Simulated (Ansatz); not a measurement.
Reaction (formal exchange of groups at a C–Si bond): `C=C([SiH3])[SiH2][SiH3]` + `C#C` → `C#CC(=C)[SiH3]` + `[SiH3][SiH3]`

Isolated molecules relaxed with PBE0-D4/def2-TZVP in Ansatz; ΔE leaves out vibrations. CBS: MP2 limit from def2 TZ/QZ plus the TZ coupled-cluster correction, frozen cores. This one scheme is used for every species. Functionals use def2-TZVPP. Each species was taken in one conformer, which may not be the lowest.

```json
{"level": "PBE-D4", "ΔE (eV)": "-0.05"}
{"level": "ωB97X-V", "ΔE (eV)": "0.04"}
{"level": "r2SCAN", "ΔE (eV)": "-0.06"}
{"level": "PBE0", "ΔE (eV)": "-0.07"}
{"level": "HF/def2-TZVPP", "ΔE (eV)": "-0.04"}
{"level": "MP2/def2-TZVPP", "ΔE (eV)": "0.04"}
{"level": "HF/def2-QZVPP", "ΔE (eV)": "-0.03"}
{"level": "MP2/CBS(def2)", "ΔE (eV)": "0.07"}
```

**Question.** What does CCSD(T)/CBS give? (Estimate.)

**Answer.** The calculation gave: +0.09 eV. The listed levels differ from it by -0.14, -0.05, -0.15, -0.16, -0.13, -0.05, -0.12, -0.02 eV.

Largest T1 diagnostic among the species: 0.013.

In def2-TZVPP, CCSD(T) changes the Hartree–Fock value by +0.10 eV (the triples alone add +0.00 eV) and MP2 by +0.08 eV. From PBE to PBE0 (25 % exact exchange), in def2-TZVPP and without D4, ΔE moves by +0.04 eV. The D4 term adds +0.10 eV with B3LYP and +0.06 eV with PBE0; it sums over pairs of atoms, weighted by their polarisabilities, and B3LYP, whose exchange is more repulsive, gets the larger term.

B3LYP here is the variant with VWN-RPA as its local correlation; programs differ in this.
